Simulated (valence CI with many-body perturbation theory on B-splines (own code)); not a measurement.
# Mn¹¹⁺ in brief

Computed by configuration interaction combined with many-body perturbation theory (CI+MBPT): four valence electrons over a frozen Dirac-Fock core [Ne], a basis of 11 s, 11 p, 10 d, 8 f, 5 g, 2 h functions for each j, with the one-electron correlation potential Σ1, the two-electron term Σ2, the three-electron term Σ3, Breit, model QED; selected CI, second order for the rest, scaled by the run's own slope (own B-spline code, finite nucleus).

No measured spectrum was set against this ion. As an estimate, levels of excited configurations hold to 0.05 to 0.15 % of their energy, terms of the ground configuration to about 0.5 %. Among the levels kept, up to 560 cm⁻¹ of a level comes from second order outside the variational space, and about a tenth of that is noise between levels of different J, which matters for small intervals.

Rates and lifetimes use the calculated energies. Strong lines usually hold to 10 to 20 %, long lifetimes can be off by a factor of two.

(1) What is the ground level?

(2) Name the longest-lived excited levels whose lifetime is computed, and their main decay.

(3) How well does LS coupling describe the low levels?

(4) How is the term 3P of the ground level split?

(5) Among levels below 1114800 cm⁻¹, which E1 lines absorb most strongly from the ground level?

Answers

(1) 3s2.3p2 3P_0, composition 94 % 3s2.3p2 3P + 3 % 3s2.3p2 1S.

(2) 3s2.3p2 3P_2 at 15041 cm⁻¹ lives 166 ms, mostly by M1 to 3s2.3p2 3P_1; 3s2.3p2 3P_1 at 7224 cm⁻¹ lives 151 ms, mostly by M1 to 3s2.3p2 3P_0; 3s2.3p2 1D_2 at 42302 cm⁻¹ lives 10.8 ms, mostly by M1 to 3s2.3p2 3P_2. The lifetime of 3s2.3p.3d 3F°_4 is too uncertain to give, and may be longer.

(3) Among the lowest 20 levels the leading LS term, summed over configurations, holds 92 % on average. For single configurations the figures are 83 % in LS and 64 % in jj coupling. Terms mix most in the J = 2 level at 452660 cm⁻¹, where the leading one holds 49 %.

(4) J = 0 at 0, J = 1 at 7224, J = 2 at 15041 cm⁻¹.

(5) to 3s2.3p.3d 3P°_1 at 21.73 nm, f = 0.830; to 3s2.3p.3d 3D°_1 at 21.27 nm, f = 0.205; to 3s.3p3 3S°_1 at 25.90 nm, f = 0.183.
